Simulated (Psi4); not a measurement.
hexafluorodisiloxane (F$_{6}$OSi$_{2}$), singlet, geometry from GFN2-xTB; B3LYP/aug-pcseg-1 (Psi4).

Input for Psi4:
```
memory 2 GB

molecule {
0 1
  F     2.21885290    0.19334445   -1.14768293
  Si    1.49242503    0.32186169    0.23964350
  F     2.33834457   -0.41456129    1.33748724
  F     1.39842636    1.84874384    0.60070824
  O     0.05739792   -0.36176336    0.18858272
  Si   -1.48267425   -0.38331814   -0.20760702
  F    -1.71986274    0.17718168   -1.65679789
  F    -2.32640504    0.48452724    0.79431689
  F    -1.97554429   -1.87206957   -0.14549515
}

set basis aug-pcseg-1

energy('b3lyp')
print_variables()
```

### Question
Predict the main parts of the log of this Psi4 run.

### Answer

```
   => Loading Basis Set <=

    Name: AUG-PCSEG-1
    Role: ORBITAL
    Keyword: BASIS

         ---------------------------------------------------------
                                   SCF
               by Justin Turney, Rob Parrish, Andy Simmonett
                          and Daniel G. A. Smith
                              RKS Reference
         ---------------------------------------------------------

  ==> Geometry <==

    Molecular point group: c1
    Full point group: C1

    Geometry (in Angstrom), charge = 0, multiplicity = 1:

       Center              X                  Y                   Z               Mass
    ------------   -----------------  -----------------  -----------------  -----------------
         F            2.219211077229     0.191086949210    -1.146506123769    18.998403162730
         SI           1.492783207229     0.319604189210     0.240820306231    27.976926534650
         F            2.338702747229    -0.416818790790     1.338664046231    18.998403162730
         F            1.398784537229     1.846486339210     0.601885046231    18.998403162730
         O            0.057756097229    -0.364020860790     0.189759526231    15.994914619570
         SI          -1.482316072771    -0.385575640790    -0.206430213769    27.976926534650
         F           -1.719504562771     0.174924179210    -1.655621083769    18.998403162730
         F           -2.326046862771     0.482269739210     0.795493696231    18.998403162730
         F           -1.975186112771    -1.874327070790    -0.144318343769    18.998403162730

  Running in c1 symmetry.

  Rotational constants: A =      0.06835  B =      0.02243  C =      0.02242 [cm^-1]
  Rotational constants: A =   2049.20191  B =    672.39090  C =    672.19075 [MHz]
  Nuclear repulsion =  738.499079607325143

  Charge       = 0
  Multiplicity = 1
  Electrons    = 90
  Nalpha       = 45
  Nbeta        = 45

  ==> Algorithm <==

  SCF Algorithm Type is DF.
  DIIS enabled.
  MOM disabled.
  Fractional occupation disabled.
  Guess Type is SAD.
  Energy threshold   = 1.00e-06
  Density threshold  = 1.00e-06
  Integral threshold = 1.00e-12

  ==> Primary Basis <==

  Basis Set: AUG-PCSEG-1
    Blend: AUG-PCSEG-1
    Number of shells: 85
    Number of basis functions: 215
    Number of Cartesian functions: 233
    Spherical Harmonics?: true
    Max angular momentum: 2

  ==> DFT Potential <==

   => LibXC <=

    Version 7.1.2
[...]
   @DF-RKS iter   2: -1252.71775284472619    5.25377e-01   7.88008e-03 DIIS/ADIIS
   @DF-RKS iter   3: -1253.66559879173178   -9.47846e-01   3.11633e-04 DIIS/ADIIS
   @DF-RKS iter   4: -1253.66623010781427   -6.31316e-04   2.49809e-04 DIIS/ADIIS
   @DF-RKS iter   5: -1253.66715870130156   -9.28593e-04   4.22352e-05 DIIS
   @DF-RKS iter   6: -1253.66718879530208   -3.00940e-05   3.15154e-06 DIIS
   @DF-RKS iter   7: -1253.66718896875432   -1.73452e-07   8.00975e-07 DIIS
  Energy and wave function converged.

  ==> Post-Iterations <==

   Electrons on quadrature grid:
      Ntotal   =   90.0000588294 ; deviation = 5.883e-05

    Orbital Energies [Eh]
    ---------------------

    Doubly Occupied:

[...]
    Virtual:

[...]
    Final Occupation by Irrep:
              A
    DOCC [    45 ]
    NA   [    45 ]
    NB   [    45 ]

  @DF-RKS Final Energy: -1253.66718896875432

   => Energetics <=

    Nuclear Repulsion Energy =            738.4990796073251431
    One-Electron Energy =               -3212.2527724206502171
    Two-Electron Energy =                1311.8498255598105970
    DFT Exchange-Correlation Energy =     -91.7633217152399254
    Empirical Dispersion Energy =           0.0000000000000000
    VV10 Nonlocal Energy =                  0.0000000000000000
    Total Energy =                      -1253.6671889687543171

Computation Completed

Properties will be evaluated at   0.000000,   0.000000,   0.000000 [a0]

Properties computed using the SCF density matrix

 Multipole Moments:

 ------------------------------------------------------------------------------------
     Multipole            Electronic (a.u.)      Nuclear  (a.u.)        Total (a.u.)
 ------------------------------------------------------------------------------------

 L = 1.  Multiply by 2.5417464519 to convert [e a0] to [Debye]
 Dipole X            :         -0.0532951            0.0609173            0.0076222
 Dipole Y            :          0.3359047           -0.3839453           -0.0480406
 Dipole Z            :         -0.1751029            0.2001459            0.0250430
 Magnitude           :                                                    0.0547097

 ------------------------------------------------------------------------------------

  Variable Map:
  ----------------------------------------------------------------------------
[...]
  Array Variable Map:
  ----------------------------------------------------------------------------
[...]
[...]
```
